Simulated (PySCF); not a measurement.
# H₂MnO: from structure and modes to constants

Method: PySCF, UPBE0, basis Mn def2-TZVP, O def2-TZVP, H def2-TZVP (no relativity, density fitting).

The quartet minimum has Cs symmetry. Masses (u): Mn 54.93805, O 15.99492, H 1.00782.

```xyz
4
charge 0 multiplicity 4, angstrom
Mn    0.0000   -0.3253    0.0000
O    -0.0754    1.2326    0.0000
H     0.5983   -0.9152   -1.3413
H     0.5983   -0.9152    1.3413
```

Harmonic wavenumbers (cm⁻¹): 221.5 (a', ×1), 496.8 (a'', ×1), 597.2 (a', ×1), 1016.8 (a', ×1), 1806.9 (a', ×1), 1822.7 (a'', ×1).

Q: Find the principal moments of inertia and the rotational constants. What kind of rotor is it?

A: About the centre of mass I = 4.2234, 32.614, 35.643 u Å². With B = 16.8576/I this gives 3.991, 0.5169, 0.473 cm⁻¹. The molecule is an asymmetric top with κ = -0.98.

Q: What is the harmonic zero-point energy?

A: Half the sum of all 6 wavenumbers, 5962/2 = 2981 cm⁻¹, which is 35.7 kJ/mol (1 cm⁻¹ = 0.0119627 kJ/mol).

Q: Find the vibrational entropy and heat capacity at 298.15 K.

A: With u = 1.43878 ω/T, each mode gives S = R[u/(eᵘ−1) − ln(1−e⁻ᵘ)] and C = R u² eᵘ/(eᵘ−1)².
```tsv
ω (cm⁻¹)	u	S (J/(mol K))	C (J/(mol K))
221.5	1.069	8.15	7.57
496.8	2.397	2.79	5.26
597.2	2.882	1.90	4.34
1016.8	4.907	0.37	1.50
1806.9	8.720	0.01	0.10
1822.7	8.796	0.01	0.10
```
The sums over all modes are S = 13.2 and C = 18.9 J/(mol K); the softest mode gives 62 % of the entropy.

This need not be the most stable arrangement of these atoms. Open d and f shells are described by one determinant, and the ground state may have another occupation or spin.
